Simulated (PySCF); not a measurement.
# Electron correlation in Ag²⁺ (silver, charge +2)

[Kr] 4d8 5p1, one real determinant (an excited configuration). Computed with PySCF 2.14 in x2c-TZVPPall (8s6p6d2f1g, 79 functions), with the spin-free X2C one-electron Hamiltonian (Gaussian nucleus). Frozen: [Ar] 3d10; 17 electrons correlated.

MP2 pair energies summed by pair of shells (mhartree):

```csv
pair,energy,share (%)
4d-4d,-209.47,40.6
4p-4d,-167.51,32.5
4p-4p,-48.09,9.3
4s-4d,-30.36,5.9
4d-5p,-26.11,5.1
4s-4p,-24.23,4.7
4p-5p,-5.21,1.0
4s-4s,-4.15,0.8
4s-5p,-0.44,0.1
```

Total MP2 correlation energy: -515.56 mhartree.

Same-spin part -168.11 and opposite-spin part -347.45 mhartree; SCS-MP2 scales them by 1/3 and 6/5 to -472.98 mhartree.

The reference is one real determinant that mixes LS terms of this configuration.

This basis was not built for core-valence correlation, so the inner-shell part is incomplete.
